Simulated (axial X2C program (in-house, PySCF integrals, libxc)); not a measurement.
Values are calculated unless marked as measured or tabulated.
# AlSb: input and output

Program: an axial X2C code built on PySCF integrals.

The run was started with this input:
```json
{"zs": [51, 13], "q": 0, "bas": ["dyall-cv3z", "dyall-v3z"], "levels": ["PBE0", "HF", "BLYP"], "cc": true, "r0": 2.66, "thr": -1.0, "nmax": 90, "npts": 10, "nst": 2, "ntry": 6}
```
```bash
python so2c.py task.json out
```

Keys: zs atomic numbers; q charge; bas basis sets; levels methods; cc coupled cluster on or off; r0 starting distance in Å; thr threshold in hartree for freezing inner shells (an s shell follows its p shell); nmax most natural virtual spinors; npts points on the curve; nst determinants followed; ntry starts of the search. HF also brings MP2.

Output of the PBE0 step, spin-free, at R = 2.696 Å for the state M_S = 1, Λ = 0. It starts from the PBE0 orbitals of the search at 2.660 Å.

```
spin-free X2C-1e  PBE0
basis functions 173  fitting functions 958  grid points 5082
iter        total energy     max residual
   1      -6722.960616937     3.40e+00
   2      -6723.231490245     5.25e-02
   3      -6723.232231560     6.08e-03
   4      -6723.232540366     8.01e-03
   5      -6723.232560562     1.18e-03
   6      -6723.232563096     6.32e-04
   7      -6723.232563422     2.48e-04
   8      -6723.232563539     7.26e-05
   9      -6723.232563545     3.65e-05
  10      -6723.232563546     3.22e-06
converged
one-electron -9499.10964372  Coulomb 2836.12039444  exact exchange -46.87696689  xc functional -143.50154427  nuclear repulsion 130.13519690
```
Energies are in hartree; totals compare only within one Hamiltonian and basis.
